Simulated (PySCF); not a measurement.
A side-by-side comparison of computed properties.

First species: C6H9FO.
SMILES: `FC[C@@H]1CC[C@@H]2O[C@H]12`

Second species: C₇H₁₁N.
Numbering: `[CH3:1][C@@H:2]1[CH2:3][CH2:4][C@@H:5]([C:6]#[N:7])[CH2:8]1` (hydrogens: H9, H10, H11 on C1; H12 on C2; H13, H14 on C3; H15, H16 on C4; H17 on C5; H18, H19 on C8)

Levels: PBE0/def2-SVPD for HOMO energy, LUMO energy, HOMO–LUMO gap and static isotropic polarisability; TDDFT PBE0/def2-SVPD for lowest singlet excitation; TDA PBE0/def2-SVPD for lowest triplet excitation (Tamm–Dancoff). Geometries: GFN2-xTB. Each species is one conformer at its optimised geometry, gas phase, non-relativistic unless stated; the electronic structure was computed with PySCF and density fitting.

Values for the first species:

| Quantity | Value |
| --- | --- |
| HOMO energy | -7.82 eV |
| LUMO energy | 0.72 eV |
| HOMO–LUMO gap | 8.54 eV |
| Lowest singlet excitation | 7.46 eV |
| Lowest triplet excitation (Tamm–Dancoff) | 7.31 eV |
| Static isotropic polarisability | 69.2 au |

(1) Estimate the same properties for the second species, and the change in each.

## Answers

(1) 
| property | first | second | second less first |
| --- | --- | --- | --- |
| HOMO energy | -7.82 eV | -9.01 eV | -1.19 eV |
| LUMO energy | 0.72 eV | 0.31 eV | -0.41 eV |
| HOMO–LUMO gap | 8.54 eV | 9.32 eV | +0.78 eV |
| lowest singlet excitation | 7.46 eV | 7.74 eV | +0.28 eV |
| lowest triplet excitation (Tamm–Dancoff) | 7.31 eV | 6.45 eV | -0.86 eV |
| static isotropic polarisability | 69.2 au | 82.0 au | +12.8 au |

On the first: S1 lies 1.08 eV below the HOMO–LUMO gap; its leading configuration is HOMO→LUMO, weight 0.95. The polarisability is 10.26 Å³ as a volume (1 au = 0.148185 Å³), or 1.12 au for each of the 62 electrons.

On the second: No computed singlet falls in the visible range (750 to 380 nm, 1.65 to 3.26 eV); S1 lies 4.48 eV above its blue end. The 6 singlets span 7.74 to 8.71 eV, and their oscillator strengths add up to 0.06.
